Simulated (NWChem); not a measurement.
C₃H₄F₂; SMILES F[C@@H]1C[C@H]1F

```xyz
9

F      1.7979    -0.1019    -0.4890
C      0.5994     0.4395    -0.1014
C      0.0000     0.0000     1.2097
C     -0.5994    -0.4395    -0.1014
F     -1.7979     0.1019    -0.4890
H      0.4848     1.4764    -0.4072
H      0.5293    -0.7520     1.7879
H     -0.5293     0.7520     1.7879
H     -0.4848    -1.4764    -0.4072
```
Atoms are numbered in this order, from 1.

Computed with NWChem. Geometry: optimised at B3LYP/6-31G* (spherical d). Total energies of different functionals are on different scales.

| level | energy (Ha) | highest occupied level (eV) | orbital gap (eV) | dipole (D) |
|---|---|---|---|---|
| PBE/def2-SVP | -315.7767 | -6.54 | 6.98 | 0.98 |
| B3LYP/def2-SVP | -316.1164 | -7.93 | 9.15 | 1.06 |
| PBE0/def2-SVP | -315.7924 | -8.23 | 9.70 | 1.09 |
| PW6B95/def2-SVP | -316.4744 | [?] | [?] | 1.10 |
| CAM-B3LYP/def2-SVP | -316.0041 | -9.63 | 12.21 | 1.09 |
| BLYP/def2-SVP | -316.0360 | -6.41 | 6.98 | 0.97 |

Task: What belongs in the gaps?

Result: 
- PW6B95/def2-SVP, highest occupied level (eV): -8.36
- PW6B95/def2-SVP, orbital gap (eV): 9.84
